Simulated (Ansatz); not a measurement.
`C[S][GeH2][OH]` and `C[S][GeH2][Cl]` differ in one atom or group.

Ansatz, PBE0-D4/def2-TZVP geometries, multiplicity 1. Each molecule was computed in one conformer, which needn't be the lowest.

Scalar relativity is left out up to krypton.

| property | `C[S][GeH2][OH]` |
| --- | --- |
| HOMO–LUMO gap (PBE/def2-TZVPP) / eV | 4.95 |
| HOMO–LUMO gap (PBE0/def2-TZVPP) / eV | 7.07 |
| LUMO energy (PBE/def2-TZVPP) / eV | -0.84 |
| HOMO energy (ωB97M-V/def2-TZVPP) / eV | -9.23 |
| size of the dipole moment (ωB97M-V/def2-TZVPP) / D | 2.39 |
| HOMO–LUMO gap (B3LYP/def2-TZVPP) / eV | 6.54 |

**Question.** Give the same properties after the change, and the shifts. (Estimate.)

**Answer.** Computed: 
```
                                          property  `C[S][GeH2][Cl]`  shift
               HOMO–LUMO gap (PBE/def2-TZVPP) / eV              4.60  -0.35
              HOMO–LUMO gap (PBE0/def2-TZVPP) / eV              6.75  -0.32
                 LUMO energy (PBE/def2-TZVPP) / eV             -1.40  -0.56
             HOMO energy (ωB97M-V/def2-TZVPP) / eV             -9.41  -0.18
size of the dipole moment (ωB97M-V/def2-TZVPP) / D              1.75  -0.64
             HOMO–LUMO gap (B3LYP/def2-TZVPP) / eV              6.23  -0.31
```

With PBE0 the HOMO falls by 0.20 eV and the LUMO falls by 0.52 eV, so the gap narrows by about 0.32 eV. PBE moves the HOMO by -0.21 eV and ωB97M-V by -0.18 eV. Dipoles are sizes alone; their direction can turn.

B3LYP here is the variant with VWN-RPA as its local correlation; programs differ in this.
